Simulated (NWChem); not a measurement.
System: C2H2BClO; SMILES B(C#C)(Cl)O

Output (shortened):

```
             Northwest Computational Chemistry Package (NWChem) 7.3.0
             --------------------------------------------------------

 CS  symmetry detected

                             Geometry "geometry" -> ""
                             -------------------------

 Output coordinates in angstroms (scale by  1.889725989 to convert to a.u.)

  No.       Tag          Charge          X              Y              Z
 ---- ---------------- ---------- -------------- -------------- --------------
    1 B                    5.0000    -0.38684896    -0.04810028     0.00000000
    2 C                    6.0000     0.21859929     1.36017703     0.00000000
    3 C                    6.0000     0.68023310     2.48588343     0.00000000
    4 H                    1.0000     1.09992320     3.47657099     0.00000000
    5 Cl                  17.0000     0.66918445    -1.45524842     0.00000000
    6 O                    8.0000    -1.71415056    -0.26586556     0.00000000
    7 H                    1.0000    -2.22160389     0.55371523     0.00000000

 Effective nuclear repulsion energy (a.u.)     168.0885318893

      Symmetry information
      --------------------

 Group name             Cs
 Group number              2
 Group order               2
 No. of unique centers     7

                                 NWChem DFT Module
                                 -----------------

 Summary of "ao basis" -> "ao basis" (spherical)
 ------------------------------------------------------------------------------
       Tag                 Description            Shells   Functions and Types
 ---------------- ------------------------------  ------  ---------------------
 B                          def2-svp                 6       14   3s2p1d
 C                          def2-svp                 6       14   3s2p1d
 H                          def2-svp                 3        5   2s1p
 Cl                         def2-svp                 8       18   4s3p1d
 O                          def2-svp                 6       14   3s2p1d

      Symmetry analysis of basis
      --------------------------

        a'         61
        a"         23

            General Information
            -------------------
          SCF calculation type: DFT
          Wavefunction type:  closed shell.
          No. of atoms     :     7
          No. of electrons :    44
           Alpha electrons :    22
            Beta electrons :    22
          Charge           :     0
          Spin multiplicity:     1
          Use of symmetry is: on ; symmetry adaption is: on
          Maximum number of iterations: 150
          AO basis - number of functions:    84
                     number of shells:    38
          Convergence on energy requested:  1.00D-06
          Convergence on density requested:  1.00D-05
          Convergence on gradient requested:  5.00D-04

              XC Information
              --------------
                         PBE0 Method XC Functional
                     Hartree-Fock (Exact) Exchange  0.250
          PerdewBurkeErnzerhof Exchange Functional  0.750
            Perdew 1991 LDA Correlation Functional  1.000 local
           PerdewBurkeErnz. Correlation Functional  1.000 non-local

             Grid Information
             ----------------
          Grid used for XC integration:  medium
          Radial quadrature: Mura-Knowles
          Angular quadrature: Lebedev.
          Tag              B.-S. Rad. Rad. Pts. Rad. Cut. Ang. Pts.
          ---              ---------- --------- --------- ---------
          B                   0.85       49          10.0       434
          C                   0.70       49          10.0       434
          H                   0.35       45          11.0       434
          Cl                  1.00       88          12.0       590
          O                   0.60       49          12.0       434
          Grid pruning is: on
          Number of quadrature shells:   374
          Spatial weights used:  Erf1

      Superposition of Atomic Density Guess
      -------------------------------------

 Sum of atomic energies:        -634.76684682

      Non-variational initial energy
      ------------------------------

 Total energy =    -636.790722
 1-e energy   =   -1205.579509
 2-e energy   =     400.700255
 HOMO         =      -0.358568
 LUMO         =      -0.022601

      Symmetry analysis of molecular orbitals - initial
      -------------------------------------------------

  Numbering of irreducible representations:

     1 a'          2 a"

  Orbital symmetries:

     1 a'          2 a'          3 a'          4 a'          5 a'
     6 a'          7 a'          8 a"          9 a'         10 a'
    11 a'         12 a'         13 a'         14 a'         15 a'
    16 a'         17 a"         18 a'         19 a"         20 a'
    21 a"         22 a'         23 a"         24 a'         25 a'
    26 a'         27 a"         28 a'         29 a'         30 a'
    31 a'         32 a'

     ---------------------------------------------
      Total Density - Mulliken Population Analysis
     ---------------------------------------------

    Atom       Charge   Shell Charges
 -----------   ------   -------------------------------------------------------
    1 B    5     4.47   1.99  0.83  0.12  1.13  0.24  0.15
    2 C    6     6.16   1.99  1.00  0.40  1.99  0.76  0.03
    3 C    6     6.09   1.99  0.98  0.55  1.84  0.69  0.03
    4 H    1     0.88   0.63  0.22  0.03
    5 Cl  17    17.27   2.00  1.99  1.22  0.70  5.94  2.16  3.25  0.01
    6 O    8     8.48   1.99  1.11  0.56  3.08  1.75  0.01
    7 H    1     0.66   0.52  0.07  0.06

   convergence    iter        energy       DeltaE   RMS-Dens  Diis-err
 ---------------- ----- ----------------- --------- --------- ---------
 d= 0,ls=0.0,diis     1   -637.0102325025 -8.05D+02  1.28D-02  6.62D-01
 d= 0,ls=0.0,diis     2   -637.0061756176  4.06D-03  7.16D-03  8.32D-01
 d= 0,ls=0.0,diis     3   -637.0870929339 -8.09D-02  1.76D-03  4.70D-02
 d= 0,ls=0.0,diis     4   -637.0910011292 -3.91D-03  7.71D-04  5.53D-03
 d= 0,ls=0.0,diis     5   -637.0916676837 -6.67D-04  2.03D-04  3.64D-04
  Resetting Diis
 d= 0,ls=0.0,diis     6   -637.0916935743 -2.59D-05  8.84D-05  1.76D-04
 d= 0,ls=0.0,diis     7   -637.0917159317 -2.24D-05  2.63D-05  1.76D-06
 d= 0,ls=0.0,diis     8   -637.0917153045  6.27D-07  1.73D-05  6.64D-06
 d= 0,ls=0.0,diis     9   -637.0917161525 -8.48D-07  3.69D-06  1.51D-07

         Total DFT energy =     -637.091716152490
      One electron energy =    -1209.204407565961
           Coulomb energy =      456.109150055635
    Exchange-Corr. energy =      -52.084990531438
 Nuclear repulsion energy =      168.088531889274

 Numeric. integr. density =       43.999998822139

                  Occupations of the irreducible representations
                  ----------------------------------------------

                     irrep           alpha         beta
                     --------     --------     --------
                     a'               18.0         18.0
                     a"                4.0          4.0

                       DFT Final Molecular Orbital Analysis
                       ------------------------------------

 Vector   20  Occ=2.000000D+00  E=-3.349136D-01  Symmetry=a'
              MO Center=  4.6D-01, -5.1D-01, -6.8D-16, r^2= 3.4D+00
   Bfn.  Coefficient  Atom+Function         Bfn.  Coefficient  Atom+Function
  ----- ------------  ---------------      ----- ------------  ---------------
    58      0.430423  5 Cl px                55      0.333653  5 Cl px
    59      0.287985  5 Cl py                18      0.225892  2 C  px
    56      0.218790  5 Cl py                52      0.192647  5 Cl px
    32      0.166919  3 C  px                17     -0.144136  2 C  s
    21      0.132279  2 C  px                53      0.126415  5 Cl py

 Vector   21  Occ=2.000000D+00  E=-3.171280D-01  Symmetry=a"
              MO Center=  4.4D-01,  1.4D+00, -9.6D-17, r^2= 2.7D+00
   Bfn.  Coefficient  Atom+Function         Bfn.  Coefficient  Atom+Function
  ----- ------------  ---------------      ----- ------------  ---------------
    34      0.394233  3 C  pz                20      0.392059  2 C  pz
    23      0.237747  2 C  pz                60     -0.238639  5 Cl pz
    37      0.228372  3 C  pz                57     -0.176598  5 Cl pz
    54     -0.102256  5 Cl pz                71     -0.084561  6 O  pz
    74     -0.062298  6 O  pz                 6     -0.030367  1 B  pz

 Vector   22  Occ=2.000000D+00  E=-3.074144D-01  Symmetry=a'
              MO Center=  5.0D-01,  1.0D+00,  8.6D-16, r^2= 3.7D+00
   Bfn.  Coefficient  Atom+Function         Bfn.  Coefficient  Atom+Function
  ----- ------------  ---------------      ----- ------------  ---------------
    32      0.356702  3 C  px                18      0.308820  2 C  px
    59     -0.265483  5 Cl py                58     -0.226126  5 Cl px
    35      0.217444  3 C  px                56     -0.200145  5 Cl py
    55     -0.169259  5 Cl px                19     -0.166539  2 C  py
    21      0.159854  2 C  px                33     -0.136265  3 C  py

 Vector   23  Occ=0.000000D+00  E=-4.545951D-02  Symmetry=a"
              MO Center=  3.8D-02,  9.0D-01,  2.2D-15, r^2= 3.5D+00
   Bfn.  Coefficient  Atom+Function         Bfn.  Coefficient  Atom+Function
  ----- ------------  ---------------      ----- ------------  ---------------
    37      0.458705  3 C  pz                 6      0.454100  1 B  pz
    34      0.350983  3 C  pz                 9     -0.305086  1 B  pz
    23     -0.301444  2 C  pz                60      0.240248  5 Cl pz
    71      0.226446  6 O  pz                74      0.227254  6 O  pz
    20     -0.187819  2 C  pz                57      0.132113  5 Cl pz

 Vector   24  Occ=0.000000D+00  E= 1.401899D-02  Symmetry=a'
              MO Center=  7.2D-02,  1.6D+00, -7.3D-16, r^2= 3.3D+00
   Bfn.  Coefficient  Atom+Function         Bfn.  Coefficient  Atom+Function
  ----- ------------  ---------------      ----- ------------  ---------------
    35      0.580552  3 C  px                21     -0.472199  2 C  px
    32      0.368124  3 C  px                18     -0.328523  2 C  px
    81      0.329676  7 H  s                 22      0.301397  2 C  py
    68     -0.295704  6 O  s                 36     -0.190231  3 C  py
    59      0.176346  5 Cl py                73     -0.148913  6 O  py

 Vector   25  Occ=0.000000D+00  E= 6.300366D-02  Symmetry=a'
              MO Center= -1.7D+00,  6.0D-01,  3.7D-16, r^2= 4.0D+00
   Bfn.  Coefficient  Atom+Function         Bfn.  Coefficient  Atom+Function
  ----- ------------  ---------------      ----- ------------  ---------------
    81      1.158496  7 H  s                  3      0.833375  1 B  s
    68     -0.763683  6 O  s                 51     -0.357981  5 Cl s
    17     -0.355200  2 C  s                 21      0.289810  2 C  px
     7      0.275049  1 B  px                59     -0.266509  5 Cl py
    73     -0.251921  6 O  py                22      0.202453  2 C  py

     ---------------------------------------------
      Total Density - Mulliken Population Analysis
     ---------------------------------------------

    Atom       Charge   Shell Charges
 -----------   ------   -------------------------------------------------------
    1 B    5     4.98   1.98  0.84  0.05  1.59  0.33  0.17
    2 C    6     5.97   1.99  0.91  0.40  2.01  0.63  0.02
    3 C    6     6.13   1.99  0.91  0.53  1.98  0.70  0.02
    4 H    1     0.94   0.73  0.18  0.03
    5 Cl  17    17.10   2.00  1.98  1.26  0.66  5.93  2.16  3.08  0.02
    6 O    8     8.08   1.99  1.08  0.54  2.89  1.56  0.01
    7 H    1     0.80   0.68  0.04  0.07

     -------------------------------------------
      Total Density - Lowdin Population Analysis
     -------------------------------------------

    Atom       Charge   Shell Charges
 -----------   ------   -------------------------------------------------------
    1 B    5     5.32   1.96  0.52  0.24  1.45  0.75  0.39
    2 C    6     6.08   1.97  0.65  0.35  1.83  1.24  0.05
    3 C    6     6.01   1.97  0.64  0.35  1.79  1.21  0.05
    4 H    1     0.95   0.60  0.27  0.08
    5 Cl  17    16.81   2.00  1.95  1.01  0.73  5.82  2.26  3.01  0.02
    6 O    8     7.94   1.97  0.85  0.55  2.70  1.86  0.02
    7 H    1     0.88   0.55  0.16  0.18

     Multipole analysis of the density
     ---------------------------------

     L   x y z        total         alpha         beta         nuclear
     -   - - -        -----         -----         ----         -------
     0   0 0 0     -0.000000    -22.000000    -22.000000     44.000000

     1   1 0 0     -0.375849     -0.187924     -0.187924      0.000000
     1   0 1 0      1.100597      0.550299      0.550299     -0.000000
     1   0 0 1      0.000000      0.000000      0.000000      0.000000

     2   2 0 0    -23.858710    -85.271627    -85.271627    146.684545
     2   1 1 0     -0.559340     -3.328487     -3.328487      6.097634
     2   1 0 1      0.000000      0.000000      0.000000      0.000000
     2   0 2 0    -22.164864   -184.547048   -184.547048    346.929232
     2   0 1 1     -0.000000     -0.000000     -0.000000      0.000000
     2   0 0 2    -26.238482    -13.119241    -13.119241      0.000000
```

Level: PBE0/def2-SVP. All runs use the structure optimised with PBE0/def2-SVP.

**Question.** Write an input that gives this output.

**Answer.** This is not unique; one that fits is the input that was run:
```
start job
memory heap 200 mb stack 900 mb global 1100 mb
geometry units angstroms noautoz
  B     -0.389739    -0.091219     0.000000
  C      0.174180     1.334196     0.000000
  C      0.602627     2.472947     0.000000
  H      0.993105     3.475508     0.000000
  Cl     0.707077    -1.466816     0.000000
  O     -1.710089    -0.347787     0.000000
  H     -2.241342     0.456571     0.000000
end
basis spherical
  B library def2-svp
  C library def2-svp
  H library def2-svp
  Cl library def2-svp
  O library def2-svp
end
dft
  xc pbe0
  iterations 150
  mulliken
end
task dft energy
```
